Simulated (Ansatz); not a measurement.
Reaction (formal hydrolysis of a C–F bond): `[CH3][GaH][CH2]F` + H₂O → `[CH3][GaH][CH2]O` + H–F

Program: Ansatz. Geometries: PBE0-D4/def2-TZVP. ΔE: electronic, gas phase. CCSD(T)/CBS is the MP2 limit (def2-TZVPP, def2-QZVPP) plus CCSD(T) − MP2 in def2-TZVPP, frozen cores. This one scheme is used for every species. DFT in def2-TZVPP. B3LYP here is the variant with VWN-RPA as its local correlation; programs differ in this. For Ga outer-core shells are correlated without core-valence functions, which leaves a few kJ/mol of doubt a bond. Scalar relativity is left out up to krypton. One conformer a species, not always the lowest.

| level | ΔE (kJ/mol) |
| --- | --- |
| PBE0-D4 | 6.6 |
| PBE | 9.5 |
| B3LYP | 14.4 |
| CCSD(T)/def2-TZVPP | 4.9 |

(1) What does CCSD(T)/CBS give? (Best estimate.)

Largest T1 diagnostic among the species: 0.012.

Results:

(1) Computed: +5.1 kJ/mol. The listed levels differ from it by 1.5, 4.4, 9.3, -0.2 kJ/mol.

The D4 term adds −3.4 kJ/mol with B3LYP and −1.8 kJ/mol with PBE0; it sums over pairs of atoms, weighted by their polarisabilities, and B3LYP, whose exchange is more repulsive, gets the larger term. In def2-TZVPP, CCSD(T) changes the Hartree–Fock value by −13.3 kJ/mol (the triples alone add −1.6 kJ/mol) and MP2 by −17.3 kJ/mol.
